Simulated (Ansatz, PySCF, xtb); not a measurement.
Pair of molecules: HCl (SMILES Cl) (first 2 atoms) with CH3F (SMILES CF); geometry from B3LYP-D3(BJ)/def2-TZVP, rigid monomers moved along the line of their centres of mass till H2···F4 is 1.74 Å.
(charge 0, multiplicity 1):
```xyz
7

Cl     0.16521     0.05212    -0.13614
H      0.21538     0.50856     1.07035
C     -0.46762    -0.55109     3.33478
F      0.07178     0.62909     2.80265
H      0.24878    -0.96043     4.04549
H     -1.40460    -0.30197     3.83069
H     -0.63944    -1.24909     2.51625
```

Interaction energies are E(AB) − E(A) − E(B) at the monomers' geometry in the complex; basis-set methods are counterpoise corrected. Rows marked so take none.

Rows in 3-21G, 6-31G* carry no dispersion term and start afresh at each structure (6-31G* with six Cartesian d functions).

Codes used: Ansatz (a quantum-chemistry and plane-wave program); PySCF for 3-21G rows, 6-31G* rows; xtb for the GFN methods. Each number belongs to the level named beside it.

### Question
One of these levels gives -5.42 kcal/mol for the interaction energy. Which?
(A) HF/aug-cc-pV(D+d)Z
(B) HF/3-21G (no counterpoise)
(C) GFN2-xTB
(D) BP86/6-31G* (no counterpoise)

### Answer
D, BP86/6-31G* (no counterpoise). The others give -1.85 (GFN2-xTB), -7.84 (HF/3-21G (no counterpoise)), -0.49 (HF/aug-cc-pV(D+d)Z)
